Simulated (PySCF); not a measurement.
An unknown shows these calculated signals:

¹H NMR (400 MHz, computed): δ 6.90 (br s, 1H).

¹³C{¹H} NMR (computed): δ 164.2 (C), 127.7 (C), 115.4 (C).

Calculated, not measured (PySCF): coordinates at the GFN2-xTB level, shielding tensors at PBE0/pcSseg-1 (GIAO). No relativistic terms, isolated molecule, one computed conformer, fast rotation and ring inversion assumed for equivalent nuclei.

Scale: TMS for ¹H (σref 31.72), ¹³C (σref 186.93) (reference shieldings calculated alike).

Which of these does the molecule contain: a CF3 group, an aldehyde, an S-methyl group, an ester, an OH group, a carboxylic acid?

Results:


- A CF3 group: yes (δC 127.7).
- An aldehyde: no.
- An S-methyl group: no.
- An ester: no.
- An OH group: yes (δH 6.90 (br s)).
- A carboxylic acid: yes (δC 164.2; δH 6.90 (br s)).

The data belong to `O=C(O)C(F)(F)C(F)(F)F`, C$_{3}$HF$_{5}$O$_{2}$; they needn't prove each group on their own.

Carbon signals by region: 1 in the far downfield region (above 160 ppm), 2 in the sp2 and nitrile region (100–160 ppm). Above 160 ppm: 164.2, carboxylic acid carbon.

The OH or NH signal is concentration- and solvent-dependent in practice; the value given is the gas-phase one. Splittings by ¹⁹F in the carbon and heteronuclear signals aren't shown, as no couplings were computed. Shifts are as computed. Against solution values, carbons near 30 ppm lie about +3 ppm off and those near 130 ppm about +5 ppm. Of 1211 compounds with measured shifts, 218 miss one by over three times the rms of a fit or turn the order of signals round; such compounds aren't used in these exercises. Hydrogen bonding in solution deshields acid and N–H amide carbonyl carbons by as much as 10 ppm beyond these values.
